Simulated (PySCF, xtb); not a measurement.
Bi(Cl)(Me)2 (C2H6BiCl), SMILES [CH3][Bi]([Cl])[CH3].

Harmonic wavenumbers (cm⁻¹) from GFN2-xTB run with xtb at its own minimum, in rising order: 64, 72, 118, 125, 157, 291, 516, 526, 737, 767, 769, 826, 1274, 1282, 1480, 1484, 1487, 1491, 3076, 3084, 3096, 3100, 3113, 3115.

Q: What does PBE-D3(BJ)/def2-SVP (PySCF 2.14.0) give at its own minimum? (An estimate is asked for; the answer gives what the named calculation found.)

A: 55, 81, 117, 125, 152, 313, 451, 454, 670, 693, 697, 770, 1121, 1134, 1363, 1374, 1375, 1387, 2985, 2986, 3106, 3107, 3122, 3122. Paired by order, the mean absolute difference is 59 cm⁻¹ and the zero-point energies are 45.8 and 44.0 kcal/mol.
